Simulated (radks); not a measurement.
The numbers below are computed, except where a source is named.
Problem. These are the eigenvalues of the occupied orbitals of an atom or ion with whole-number occupations (hartree). Level of theory: Dirac Kohn-Sham, PBE, spin-unpolarised, spherical densities, finite nucleus; Fermi nuclear charge, rms radius of each element as measured or else 0.836 A^(1/3) + 0.57 fm (a radial shooting solver on a logarithmic mesh with Libxc functionals).

| orbital | eigenvalue |
|---|---|
| 1s1/2 | -1538.998 |
| 2s1/2 | -250.8001 |
| 2p1/2 | -237.2379 |
| 2p3/2 | -219.5238 |
| 3s1/2 | -57.26268 |
| 3p1/2 | -51.49817 |
| 3p3/2 | -47.98693 |
| 3d3/2 | -37.93031 |
| 3d5/2 | -37.17409 |
| 4s1/2 | -14.34137 |
| 4p1/2 | -12.16145 |
| 4p3/2 | -11.37205 |
| 4d3/2 | -7.77015 |
| 4d5/2 | -7.62594 |
| 5s1/2 | -4.24298 |
| 5p1/2 | -3.54856 |
| 5p3/2 | -3.38955 |

Which element is it, and in what charge state? The configuration may be excited.

Solution. Z = 59, praseodymium, charge +6: Pr6+ in [Kr] 4d(3/2: 4, 5/2: 5) 5s2 5p6. The list shows which subshells hold electrons but not how many an open one holds; the 1s level, -1539 hartree, gives Z - s = 55.5 by -(Z - s)^2/2, which with screening and relativity narrows Z to a few neighbours, and the depths of the outer levels then fix element, charge and occupations together.
